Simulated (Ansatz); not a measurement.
Relaxation of GaH₃O (5 atoms, charge 0, multiplicity 1), to a largest force component of 0.02 eV/Å in at most 40 steps.

Computed with RKS PBE-D4/def2-SVP (Ansatz).

```xyz
5
Properties=species:S:1:pos:R:3
Ga 0.000 0.000 0.000
H 0.000 0.000 1.570
O 1.550 0.000 -0.895
H 1.850 -0.952 -1.050
H -1.360 0.000 -0.785
```

Q: Where does it end, and by what steps?

A: The forces met the threshold. After 9 steps the energy has fallen by 0.360 eV; H4 moved furthest, 0.57 Å.

```json
{"step": "0", "energy less start (eV)": "0.0000", "largest force component (eV/Å)": "1.548", "accepted": "yes"}
{"step": "1", "energy less start (eV)": "-0.0587", "largest force component (eV/Å)": "0.744", "accepted": "yes"}
{"step": "2", "energy less start (eV)": "-0.0809", "largest force component (eV/Å)": "0.223", "accepted": "yes"}
{"step": "3", "energy less start (eV)": "-0.1637", "largest force component (eV/Å)": "1.143", "accepted": "yes"}
{"step": "4", "energy less start (eV)": "-0.3131", "largest force component (eV/Å)": "0.392", "accepted": "yes"}
{"step": "5", "energy less start (eV)": "-0.3361", "largest force component (eV/Å)": "0.270", "accepted": "yes"}
{"step": "6", "energy less start (eV)": "-0.2513", "largest force component (eV/Å)": "2.213", "accepted": "no"}
{"step": "7", "energy less start (eV)": "-0.3587", "largest force component (eV/Å)": "0.070", "accepted": "yes"}
{"step": "8", "energy less start (eV)": "-0.3597", "largest force component (eV/Å)": "0.053", "accepted": "yes"}
{"step": "9", "energy less start (eV)": "-0.3605", "largest force component (eV/Å)": "0.006", "accepted": "yes"}
```

```xyz
5
Properties=species:S:1:pos:R:3
Ga -0.098 -0.068 -0.036
H 0.176 -0.124 1.518
O 1.280 -0.405 -1.154
H 2.110 -0.600 -0.682
H -1.427 0.246 -0.806
```

Run time: 9.6 s on 1 thread of Arm Neoverse V2 (shared host), peak memory 0.11 GiB.
